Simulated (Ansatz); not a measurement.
Input for Ansatz (an electronic-structure program): U-wB97X-V/cc-pVTZ on Br2, a point of a bond scan (R = 2.547 Å).

Ansatz 0.2 input:
```yaml
crystal:
  periodic: [false, false, false]
  atoms:
    - {symbol: Br, position_ang: [-0.00000000, -0.00000000, -1.15786913]}
    - {symbol: Br, position_ang: [0.00000000, 0.00000000, 1.38944296]}
basis:
  gaussian:
    orbitals: cc-pVTZ
hamiltonian:
  xc: {name: wB97X-V}
magnetization: {spin_polarized: true, initial_magnetization: 0}
```

Task: Give the final energy of this run.

Result: -5147.9032 hartree.

Task: How many basis functions does it have, and what does it roughly cost on one machine?

Result: 86 functions; very roughly 14 core-seconds.
